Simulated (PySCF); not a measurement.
Shapes and spin states of CBr₂

These are results of PySCF, PBE0, basis C def2-TZVP, Br def2-TZVP (no relativity, density fitting), not measurements.

Relaxations began from a few typed shapes and spin states; open shells are unrestricted. The search is not exhaustive: other isomers or separated fragments can lie lower, and high-lying points may rest on an excited occupation.

```csv
spin,group,bonds,angles,imaginary modes (cm⁻¹),ΔE (kJ/mol),ΔE with ZPE (kJ/mol)
broken-symmetry Ms = 0,C2v,C–Br 1.874 Å (×2),Br–C–Br 111.1°,none,0.0,0.0
"singlet (closed shell, unstable to spin polarisation)",C2v,C–Br 1.878 Å (×2),Br–C–Br 110.2°,none,0.5,0.6
triplet,C2v,C–Br 1.821 Å (×2),Br–C–Br 130.1°,none,43.0,44.0
triplet,D∞h,C–Br 1.772 Å (×2),Br–C–Br 180.0°,"491i, 491i",122.0,–
"singlet (closed shell, unstable to spin polarisation)",D∞h,C–Br 1.747 Å (×2),Br–C–Br 180.0°,560i,252.7,–
```

The lowest minimum found is the broken-symmetry Ms = 0 C2v: C–Br 1.874 Å (×2); Br–C–Br 111.1°.

For the lowest minimum: the spin densities have lower symmetry than the nuclear frame.

The electron or spin density has lower symmetry than the nuclear frame for the singlet (closed shell, unstable to spin polarisation) D∞h at 252.7 kJ/mol.
